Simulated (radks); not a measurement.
Problem. The mean radii <r> (bohr) of the occupied orbitals of an atom or ion are listed with their occupations. Calculated with a radial shooting solver on a logarithmic mesh with Libxc functionals: scalar-relativistic Kohn-Sham, r2SCAN, spin-polarised, spherical densities, finite nucleus; meta-GGA in the generalised Kohn-Sham scheme; Fermi nuclear charge, rms radius of each element as measured or else 0.836 A^(1/3) + 0.57 fm.

orbital  occ.      <r>
1s up       1  0.01659
1s down     1  0.01659
2s up       1  0.06992
2s down     1  0.06992
2p up       3  0.06329
2p down     3  0.06329
3s up       1   0.1805
3s down     1   0.1805
3p up       3   0.1820
3p down     3   0.1820
3d up       5   0.1651
3d down     5   0.1651
4s up       1   0.3991
4s down     1   0.3991
4p up       3   0.4250
4p down     3   0.4249
4d up       5   0.4486
4d down     5   0.4482
5s up       1   0.8969
4f up       7   0.4814
4f down     7   0.4799
5p up       3    1.023
5p down     3    1.025
5d up       5    1.335
5d down     4    1.335
6s up       1    2.145

Name the element and its charge. Open shells, if any, are filled with parallel spins first.

Solution. Z = 80, mercury, charge +3: Hg3+ in [Kr] 4d10 4f14 5s1 5p6 5d9 6s1. The 1s radius gives Z: for a bare nucleus <r> = (2 gamma + 1)/(2Z) with gamma = sqrt(1 - (Z/c)^2), 0.0164 bohr for Z = 80, and screening makes it slightly larger (0.01659 here). The occupations add up to 77, and the charge is Z minus that.
